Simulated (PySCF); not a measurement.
C3H2O, SMILES C=C=C=O. Geometry: PBE-D3(BJ)/def2-SVP.

Method: PBE-D3(BJ)/def2-SVP in PySCF 2.14.0.

Harmonic wavenumbers (cm⁻¹): 132, 258, 461, 674, 927, 966, 1012, 1407, 1746, 2236, 3000, 3083. Rotational constants (GHz): 189.7, 4.192, 4.101; symmetry number 1.

Task: Work out the zero-point energy and the ideal-gas rigid-rotor harmonic-oscillator thermochemistry at 298.15 K and 1 atm.

Result: ZPE = ½ Σ hcν = ½ × 15901 cm⁻¹ = 22.73 kcal/mol. H − E(el) = 26.15 kcal/mol. Entropy in cal/(mol K): translation 37.88, rotation 22.12, vibration 6.04, total 66.04. G − E(el) = 6.46 kcal/mol. Cp = 15.22 cal/(mol K). Modes under 150 cm⁻¹ make the vibrational entropy uncertain.
